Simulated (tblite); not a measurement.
CNO (SMILES N#C[O]), doublet, geometry from GFN2-xTB; GFN1-xTB in tblite 0.6.0.

The tblite input:
```
$ tblite run mol.xyz --method gfn1 --charge 0 --spin 1 --grad --json tblite.json --no-restart

# file mol.xyz
3

O     -0.00000000    -0.00000000    -1.11938575
C      0.00000000     0.00000000     0.04267568
N      0.00000000     0.00000000     1.24271884
```

What the program printed (banner, timings and long lists left out):

```
xTB calculator
 | screened Coulomb repulsion
 | Coulomb electrostatics
 |  * isotropic Klopman-Ohno-Mataga-Nishimoto electrostatics
 |  * onsite third-order electrostatics
 | DFT-D3(BJ) dispersion correction

halogen bonding energy    0.0000000000000E+00 Eh
repulsion energy          1.2324538812160E-01 Eh
dispersion energy        -4.1231289197874E-04 Eh
number of electrons       1.5000000000000E+01 e
integral cutoff           1.7350510997663E+01 bohr

------------------------------------------------------------
  cycle        total energy    energy error   density error
------------------------------------------------------------
      1     -9.578510839386  -9.7013439E+00   8.3771486E-01
      2     -9.886758572804  -3.0824773E-01   4.0529993E-01
      3     -9.896412152665  -9.6535799E-03   2.2537599E-01
      4     -9.894836016711   1.5761360E-03   6.3267344E-02
      5     -9.897390359680  -2.5543430E-03   1.4788907E-02
      6     -9.897521731090  -1.3137141E-04   1.7018258E-03
      7     -9.897523353722  -1.6226329E-06   4.3166785E-04
      8     -9.897523456438  -1.0271560E-07   6.3752327E-05
      9     -9.897523458732  -2.2937812E-09   4.5065657E-07
------------------------------------------------------------

electronic energy        -1.0020356533961E+01 Eh
total energy             -9.8975234587318E+00 Eh

Post processing:
 | Mayer-Wiberg bond orders

[Info] Tight-binding results written to 'tblite.txt'
[Info] JSON dump of results written to 'tblite.json'
```
